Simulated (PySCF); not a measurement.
C2H6NO (SMILES CC([NH3+])=O), charge +1, singlet, at a GFN2-xTB geometry. Base run: CCSD(T)/STO-3G in PySCF.

The PySCF input:
```python
from pyscf import gto, scf, cc

mol = gto.Mole()
mol.atom = '''
    O     0.41974200    1.33598813    0.18594172
    C    -0.05433820    0.28311540    0.03863750
    N     1.00959146   -0.91424379   -0.16218644
    C    -1.41945678   -0.23474152    0.00307779
    H     0.77324402   -1.74122776    0.39821567
    H    -2.11338732    0.59558687   -0.12576523
    H    -1.57243450   -0.96617115   -0.78766538
    H    -1.65640409   -0.71484187    0.95515845
    H     1.93981953   -0.56467732    0.10965851
    H     1.04685615   -1.18711072   -1.15212253
'''
mol.basis = 'sto-3g'
mol.charge = 1
mol.verbose = 4
mol.build()

mf = scf.RHF(mol)
mf.kernel()

mycc = cc.CCSD(mf)
mycc.kernel()
et = mycc.ccsd_t()
print('E(CCSD(T)) = %.10f' % (mycc.e_tot + et))
```

Each row names what was changed in the base input (with any setting that the change needs).

```tsv
change	ΔE vs base (mEh)	MP2 correlation (Eh)	CC correlation without the perturbative part (Eh)	basis functions
base	0.000	-0.23355	-0.28072	26
density fitting = JK and correlation	-0.408	-0.23352	-0.28070	26
cc.iterative_damping = 0.8	0.000	-0.23355	-0.28072	26
cc.conv_tol = 1e-5	0.000	-0.23355	-0.28072	26
method = cisd	…	-	-	26
cc.diis_space = 10	0.000	-0.23355	-0.28072	26
frozen = 3	0.683	-0.23275	-0.28005	26
frozen = 5	…	…	…	26
cc.conv_tol = 1e-9	0.000	-0.23355	-0.28072	26
frozen = 4	1.140	-0.23225	-0.27960	26
```

Q: Complete the blanks.

A: 
- method = cisd, ΔE vs base (mEh): 34.086
- frozen = 5, ΔE vs base (mEh): 20.921
- frozen = 5, MP2 correlation (Eh): -0.21240
- frozen = 5, CC correlation without the perturbative part (Eh): -0.26009
